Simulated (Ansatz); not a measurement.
```yaml
crystal:
  periodic: [false, false, false]
  atoms:
    - {symbol: Cu, position_ang: [1.154635, 0.148916, 0.097358]}
    - {symbol: Cu, position_ang: [-0.709537, 1.293137, -0.696881]}
    - {symbol: Cu, position_ang: [-0.688407, -1.141363, 0.373290]}
    - {symbol: H, position_ang: [0.846197, 1.332951, -0.737645]}
    - {symbol: H, position_ang: [0.584781, -1.255920, 0.718042]}
    - {symbol: H, position_ang: [-1.762983, -0.257422, 0.489343]}
basis:
  gaussian: {orbitals: STO-3G}
total_charge: 1
magnetization: {spin_polarized: false, initial_magnetization: 1}
hamiltonian: {xc: {name: r2SCAN}}
correlation: {method: rpa}
```

```sh
$ ansatz run in.yaml --threads 4 --pin off --events-out ev --progress --plain --max-ram 3916MiB
```

Shortened log:

```
Functional definition: r2SCAN
503 factors; integrals over basis functions are off by at most 1.8e-3 eV
mean field evaluation 1: about -131449.8810 eV, gradient 4.4e2 eV
mean field evaluation 2: about -131449.2444 eV, gradient 4.4e2 eV
mean field evaluation 4: about -131160.9048 eV, gradient 2.9e2 eV
mean field evaluation 8: about -132194.2430 eV, gradient 1.3e2 eV
mean field evaluation 16: about -132423.7825 eV, gradient 7.1e0 eV
mean field evaluation 32: about -132426.0793 eV, gradient 5.1e-4 eV
mean field evaluation 64: about -132426.0730 eV, gradient 3.5e-1 eV
mean field evaluation 96: about -132419.8894 eV, gradient 3.4e1 eV
mean field evaluation 128: about -132424.2240 eV, gradient 2.0e1 eV
mean field evaluation 160: about -132423.2539 eV, gradient 4.2e1 eV
mean field evaluation 192: about -131694.3222 eV, gradient 3.3e2 eV
mean field evaluation 224: about -132038.4674 eV, gradient 3.1e2 eV
mean field evaluation 256: about -132426.1712 eV, gradient 3.6e0 eV
mean field evaluation 288: about -132426.6951 eV, gradient 1.1e0 eV
mean field -132426.07928454 eV, -4866.5686520864 hartree, gradient 2.2e-6 eV, S^2 0.750000; 12 other end points of the search recorded, 0 dependent functions left out
mean field evaluation 320: about -132323.5612 eV, gradient 7.7e-1 eV
unrestricted determinant -132323.63126466 eV, -4862.8037567977 hartree, S^2 4.7704
15 core orbitals not correlated: weight in the atoms' cores, before any rotation towards them, 1.000 or more for the frozen orbitals, at most 0.000 for the correlated occupied ones
reference -132284.93908643 eV, -4861.3818454741 hartree; 30, 29 occupied and 12, 13 virtual orbitals, 503 factors
Total energy: -132333.58161911 eV, -4863.1694255790 hartree
```

Run time 41 s (4 threads of Arm Neoverse V2 on a shared host).

Correlated methods freeze 15 core orbitals.

With spin_polarized false and unpaired electrons the run is restricted open-shell.
